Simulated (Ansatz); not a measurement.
`C[Si](C)(C)[O][In]([Cl])[Cl]` + `OBF` → `C[Si](C)(C)OBF` + `[OH][In]([Cl])[Cl]`  (ligand exchange at the Si–O bond)

Computed with Ansatz on PBE0-D4/def2-TZVP structures; ΔE is electronic, products minus reactants. CCSD(T)/CBS is the MP2 limit (def2-TZVPP, def2-QZVPP) plus CCSD(T) − MP2 in def2-TZVPP, frozen cores. This one scheme is used for every species. DFT in def2-TZVPP. HSE06 is defined as in plane-wave codes. def2 core potentials past Kr. For In outer-core shells are correlated without core-valence functions, which leaves a few kJ/mol of doubt a bond. Each species was taken in one conformer, which may not be the lowest.

`C[Si](C)(C)[O][In]([Cl])[Cl]`:

Z-matrix (Å, degrees):
```
Si
C 1 1.870
C 1 1.870 2 109.6
In 1 3.283 2 95.1 3 97.4
C 1 1.864 2 110.8 3 -122.7
O 1 1.657 2 109.5 3 120.1
H 2 1.093 1 111.1 3 -178.2
H 2 1.094 1 111.3 3 -57.6
H 2 1.094 1 111.1 3 62.0
H 3 1.094 1 111.0 2 -61.9
H 3 1.094 1 111.3 2 57.6
H 3 1.093 1 111.1 2 178.2
Cl 4 2.292 1 142.4 2 124.7
Cl 4 2.307 1 97.6 2 -55.2
H 5 1.093 1 110.9 2 -179.0
H 5 1.094 1 111.0 2 61.0
H 5 1.093 1 110.9 2 -59.1
```

`OBF`:

Z-matrix (Å, degrees):
```
B
O 1 1.344
F 1 1.332 2 120.3
H 1 1.192 2 120.1 3 -180.0
H 2 0.963 1 113.4 3 -0.0
```

`C[Si](C)(C)OBF`:

Cartesian coordinates in Å:
```
C -1.309 0.660 -1.092
Si 0.152 -0.075 -0.201
C 1.633 -0.213 -1.317
C -0.278 -1.715 0.570
O 0.616 0.982 1.021
B 0.006 1.474 2.100
F -1.256 1.127 2.382
H -2.159 0.778 -0.416
H -1.064 1.641 -1.507
H -1.623 0.017 -1.919
H 1.430 -0.886 -2.154
H 1.905 0.762 -1.727
H 2.497 -0.603 -0.773
H 0.570 -2.122 1.127
H -1.120 -1.614 1.259
H -0.555 -2.444 -0.197
H 0.554 2.232 2.844
```

`[OH][In]([Cl])[Cl]`:

```xyz
5

O     0.457    1.061    1.066
In    0.019   -0.150   -0.412
Cl   -1.423   -1.915   -0.052
Cl    0.942    0.196   -2.480
H     0.006    0.809    1.878
```

```csv
level,ΔE (eV)
HSE06-D4,0.12
ωB97M-V,0.11
```

Question: What does CCSD(T)/CBS give? (Estimate.)

Answer: The calculation gave: +0.16 eV. The listed levels differ from it by -0.04, -0.05 eV.

Largest T1 diagnostic among the species: 0.014.

From BLYP to BHLYP (50 % exact exchange), in def2-TZVPP and without D4, ΔE moves by +0.04 eV. Leaving LDA and LC-ωPBE aside and taking each functional with its dispersion term where it has one, the values, not all of them listed here, spread over 0.05 eV, from revPBE-D4 to BHLYP-D4. LDA lies +0.04 eV from PBE without D4.

CCSD(T)/CBS has its own doubt, a few kJ/mol and more with outer-core shells, so smaller differences from it don't rank the levels.
